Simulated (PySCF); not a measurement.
A species of formula C8H10NP has this rotational fingerprint, computed with PBE0/pcSseg-1 in PySCF (dipole) on a GFN2-xTB geometry, gas phase:

```
Rotational constants : A = 2603, B = 710.6, C = 695.0 MHz
Dipole components    : |μa| = 0.20 D, |μb| = 0.24 D, |μc| = 1.89 D
Inertial defect      : -178.17 u·Å²
κ                    : -0.98
```

Problem. Which candidate fits, each taken in the one conformer that was computed?
A. `[N:1]#[C:2][CH2:3][CH2:4][P:5]1[CH:6]=[CH:7][CH2:8][CH:9]=[CH:10]1` with C2–C3–C4–P5 -81°, C3–C4–P5–C6 -51°, C4–P5–C6–C7 129°, C6–C7–C8–C9 -27°, C7–C8–C9–C10 27°, C4–P5–C10–C9 -127°
B. `[CH3:1][c:2]1[cH:3][n:4][cH:5][p:6][c:7]1[CH:8]1[CH2:9][CH2:10]1` with P6–C7–C8–C9 -34°
C. `[CH2:1]=[P:2]1([c:3]2[cH:4][cH:5][n:6][cH:7][cH:8]2)[CH2:9][CH2:10]1` with C1–P2–C3–C4 -87°
D. `[CH2:1]=[CH:2][c:3]1[cH:4][p:5][cH:6][n:7]1[CH:8]1[CH2:9][CH2:10]1` with C1–C2–C3–C4 9°, C6–N7–C8–C9 -114°
E. `[CH3:1][c:2]1[cH:3][cH:4][n:5][c:6]([CH:7]2[CH2:8][CH2:9]2)[p:10]1` with N5–C6–C7–C8 34°

Solution. C. It is C=P1(c2ccncc2)CC1. The candidates at the same level (rigid rotor, commonest isotopes):

```
           SMILES  A (MHz)  B (MHz)  C (MHz)  μa (D)  μb (D)  μc (D)  Δ (u·Å²)  point group           rotor
 Cc1ccnc(C2CC2)p1     2772    764.7    631.1    1.39    0.42    0.02    -42.40      near Cs  asymmetric top
  N#CCCP1C=CCC=C1     1703    979.5    805.0    1.81    2.13    2.01   -184.95           C1  asymmetric top
C=P1(c2ccncc2)CC1     2603    710.6    695.0    0.20    0.24    1.89   -178.17            –               –
  C=Cc1cpcn1C1CC1     1436     1136    662.1    3.77    0.65    0.34    -33.26           C1  asymmetric top
   Cc1cncpc1C1CC1     1831     1053    708.2    2.30    2.14    0.00    -42.48           Cs  asymmetric top
```

`Cc1ccnc(C2CC2)p1` has C 9 % too low; `C=Cc1cpcn1C1CC1` has B 60 % too high; `N#CCCP1C=CCC=C1` has B 38 % too high; `Cc1cncpc1C1CC1` has B 48 % too high. No structure here is proved a minimum.
